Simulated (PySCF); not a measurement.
A species of formula C4H7N3SSi has this rotational fingerprint, computed with CAM-B3LYP/def2-SVPD in PySCF (dipole) on a GFN2-xTB geometry, gas phase:

```
Rotational constants : A = 4029, B = 587.0, C = 517.1 MHz
Dipole components    : |μa| = 1.54 D, |μb| = 0.61 D, |μc| = 0.00 D
Inertial defect      : -8.99 u·Å²
κ                    : -0.96
```

Question: Which structure is it? (One computed conformer of each.)
A. `[CH3:1][S:2][Si@:3]([NH2:4])([C:5]#[N:6])[CH2:7][C:8]#[N:9]` with C1–S2–Si3–N4 74°, S2–Si3–N4–H 164° and -42°, S2–Si3–C7–C8 -167°
B. `[CH3:1][S:2][c:3]1[cH:4][n:5][c:6]([SiH3:7])[n:8][n:9]1` with C1–S2–C3–C4 180°

Answer: B. It is CSc1cnc([SiH3])nn1, a near-prolate asymmetric top, point group Cs. The candidates at the same level (rigid rotor, commonest isotopes):

```json
{"SMILES": "CS[Si@](N)(C#N)CC#N", "A (MHz)": "1769", "B (MHz)": "788.5", "C (MHz)": "670.6", "μa (D)": "3.24", "μb (D)": "3.10", "μc (D)": "0.72", "Δ (u·Å²)": "-173.08", "point group": "C1", "rotor": "asymmetric top"}
{"SMILES": "CSc1cnc([SiH3])nn1", "A (MHz)": "4029", "B (MHz)": "587.0", "C (MHz)": "517.1", "μa (D)": "1.54", "μb (D)": "0.61", "μc (D)": "0.00", "Δ (u·Å²)": "-8.99", "point group": "Cs", "rotor": "near-prolate asymmetric top"}
```

`CS[Si@](N)(C#N)CC#N` has A 56 % too low. In the right answer the mirror of this Cs structure is the ab plane, so μc vanishes by symmetry. No structure here is proved a minimum.
